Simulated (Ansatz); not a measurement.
`[F][Sn]([F])([F])[SiH3]` + `N[AsH2]` → `[SiH3]N[AsH2]` + `[F][SnH]([F])[F]`  (cleavage of the Si–Sn bond)

Calculated with Ansatz (gas phase, PBE0-D4/def2-TZVP geometries, no zero-point term in ΔE). CBS: MP2 limit from def2 TZ/QZ plus the TZ coupled-cluster correction, frozen cores. def2 core potentials past Kr. For As, Sn outer-core shells are correlated without core-valence functions, which leaves a few kJ/mol of doubt a bond. Scalar relativity is left out up to krypton.

`[F][Sn]([F])([F])[SiH3]`:

```xyz
8

F     0.943    2.231    0.941
Sn   -0.202    0.714    0.860
F    -0.038   -0.056    2.592
F    -1.946    1.476    0.879
Si    0.255   -0.894   -1.080
H     1.643   -1.377   -0.906
H    -0.738   -1.984   -0.961
H     0.084   -0.112   -2.325
```

`N[AsH2]`:

Cartesian coordinates in Å:
```
N 0.126 -0.520 -0.794
As -0.593 0.847 0.231
H 0.815 -1.087 -0.320
H -0.606 -1.121 -1.146
H 0.712 1.618 0.383
H -0.454 0.264 1.646
```

`[SiH3]N[AsH2]`:

Z-matrix (Å, degrees):
```
Si
N 1 1.720
H 1 1.487 2 108.3
H 1 1.491 2 112.7 3 120.6
H 1 1.487 2 109.5 3 -120.2
As 2 1.845 1 125.8 3 177.4
H 2 1.006 1 119.8 3 -18.8
H 6 1.528 2 96.8 1 -52.1
H 6 1.533 2 98.4 1 39.9
```

`[F][SnH]([F])[F]`:

```xyz
5

F     1.198    1.128   -0.838
Sn   -0.102    0.057    0.021
F     0.749   -0.587    1.583
F    -0.297   -1.461   -1.090
H    -1.548    0.863    0.324
```

```csv
species,CCSD(T)/CBS(def2) energy (Eh)
`[F][Sn]([F])([F])[SiH3]`,-804.39187
`N[AsH2]`,-2292.09958
`[SiH3]N[AsH2]`,-2582.40077
`[F][SnH]([F])[F]`,-514.09299
```

Problem. Work out ΔE.

Solution. ΔE = (-2582.40077) + (-514.09299) − (-804.39187) − (-2292.09958) = -0.00231 Eh = -6.1 kJ/mol.

Problem. What do rigid-rotor, harmonic-oscillator terms from PBE0-D4/def2-TZVP frequencies (298.15 K, 1 bar) make of the CCSD(T)/CBS value? (An estimate is asked.)

Solution. The calculation gave: ΔZPE = -7.9 kJ/mol, ΔH = -15.5 kJ/mol, ΔS = -6 J/(mol·K), ΔG = -13.8 kJ/mol.

Largest T1 diagnostic among the species: 0.015.

In def2-TZVPP, CCSD(T) changes the Hartree–Fock value by +8.8 kJ/mol (the triples alone add +0.9 kJ/mol) and MP2 by +6.2 kJ/mol. At CCSD(T), def2-SVP lies −3.6 kJ/mol from the extrapolated value and def2-TZVPP −5.2 kJ/mol.
